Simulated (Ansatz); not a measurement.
Stepwise reaction of `[F][GeH]([F])[Cl]` with methanol, as a gas-phase model of exchange steps in deposition or etching. ΔE in kJ/mol.

Calculated with Ansatz (gas phase, PBE0-D4/def2-TZVP geometries, no zero-point term in ΔE). CCSD(T)/CBS is the MP2 limit (def2-TZVPP, def2-QZVPP) plus CCSD(T) − MP2 in def2-TZVPP, frozen cores. This one scheme is used for every species. Functionals use def2-TZVPP. B3LYP here is the variant with VWN-RPA as its local correlation; programs differ in this. For Ge outer-core shells are correlated without core-valence functions, which leaves a few kJ/mol of doubt a bond. Scalar relativity is left out up to krypton. One conformer a species, not always the lowest.

| step | reaction | PBE-D4 | B3LYP-D4 | ωB97M-V | CCSD(T)/CBS |
| --- | --- | --- | --- | --- | --- |
| 1 | `[F][GeH]([F])[Cl]` + CH₃OH → `C[O][GeH]([F])[Cl]` + H–F | 26.5 | 26.3 | 27.9 | 18.9 |
| 2 | `C[O][GeH]([F])[Cl]` + CH₃OH → `C[O][GeH]([Cl])[O]C` + H–F | 20.7 | 20.4 | 21.6 | 13.3 |

(1) By hand: ΔE of the 2 steps together at CCSD(T)/CBS.

## Answers

(1) (18.9) + (13.3) = 32.2 kJ/mol, or 16.1 kJ/mol a step.

In ΔE each step is lower than the one before. All are uphill at CCSD(T)/CBS. PBE-D4 differs from CCSD(T)/CBS by 7.4 to 7.6 kJ/mol a step. Isolated molecules leave out the surface, adducts and barriers. Largest T1 diagnostic: 0.012.
